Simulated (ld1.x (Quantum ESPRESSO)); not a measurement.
## Before and after: TM potential for hafnium (Hf)

ld1.x (Quantum ESPRESSO) 7.5 input, shortened:

```
&input
   title='Hf', zed=72., rel=1, dft='PBE', iswitch=3,
   config='[Xe] 4f14 5d2 6s2 6p0'
 /
 &inputp
   pseudotype=2, tm=.true., lloc=2,
   nlcc=.false.
 /
3
6S  1  0   2.00   0.00  2.25  2.25  0.0
6P  2  1   0.00   0.00  4.20  4.20  0.0
5D  3  2   2.00   0.00  3.05  3.05  0.0
 &test
   configts(1)='5d2 6s2 6p0'
 /
```

Change: all radii scaled by about 1.22 (s 2.74, p 5.12, d 3.72 bohr).

Cutoffs: the cutoffs (Ry, on a coarse ladder) from which the occupation-weighted sum of valence levels, in a spherical-Bessel basis at the reference potential, stays within 10 and 1 mRy of its value at 400 Ry; they do not see the model core or the augmentation charge, which bear on the density cutoff. Errors are all-electron minus pseudo energies relative to the spin-unpolarised reference configuration.

What does the change do?

The potential gets softer (18 Ry and 30 Ry → 15 Ry and 18 Ry); both files keep a bound ghost (s); of the 7 tests that both files solve, the error grows in 3 and shrinks in 3 by more than 15 % and 0.3 meV (median size 64.5 → 53.7 meV). A larger radius leaves more room for a smooth pseudo-wave, so fewer plane waves are needed.

| quantity | base | changed |
| --- | --- | --- |
| cutoff, loose | 18 Ry | 15 Ry |
| cutoff, tight | 30 Ry | 18 Ry |
| loose cutoff by channel (10 mRy a level) | s 10 Ry, d 18 Ry | s 6 Ry, d 12 Ry |
| bound ghosts | s | s |
| error for 5d2 6s1 6p0, meV [ΔE 7.98 eV] | +5.7 | -4.0 |
| error for 5d2 6s0 6p0, meV [ΔE 22.16 eV] | +142 | +74 |
| error for 5d1 6s0 6p0, meV [ΔE 43.95 eV] | +303 | +311 |
| error for 5d1 6s2 6p1, meV [ΔE 1.96 eV] | +65 | +92 |
| error for 5d2.5 6s1.5 6p0, meV [ΔE 1.26 eV] | +7.5 | +11 |
| error for 5d2 6s0 6p1, meV [ΔE 12.65 eV] | +136 | +54 |
| error for 5d3 6s1 6p0, meV [ΔE 2.59 eV] | +30 | +43 |

Base: These tests converged, but a pseudo level misses the all-electron one widely, so the file describes the atom poorly there or has found another state: 5d1 6s0 6p0: empty 6p by 5.2 eV. A true bound ghost makes a file unfit for plane-wave use even where its test errors are small: the radial tests pick states by their node count and pass the ghost by.
